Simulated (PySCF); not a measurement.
**Excitation energy of Os by level of theory**

Os [Xe] 4f14 5d6 6s2 (5D) → Os [Xe] 4f14 5d8 (3F), as a difference of total energies. All numbers are calculated (PySCF 2.14, scalar relativity by spin-free X2C-1e, in x2c-TZVPPall (11s7p7d3f1g, 97 functions)). Correlated levels: valence: [Xe] 4f14 frozen. The calculations carry no spin-orbit coupling.

| method | excitation energy (cm⁻¹) |
| --- | --- |
| UHF | 32619 |
| MP2 (valence) | 25227 |
| SCS-MP2 (valence) | 23000 |
| CCSD (valence) | 26719 |
| CCSD(T) (valence) | 24944 |

A first-order spin-orbit estimate (lowest level to lowest level, LS coupling) adds -0.131 eV.
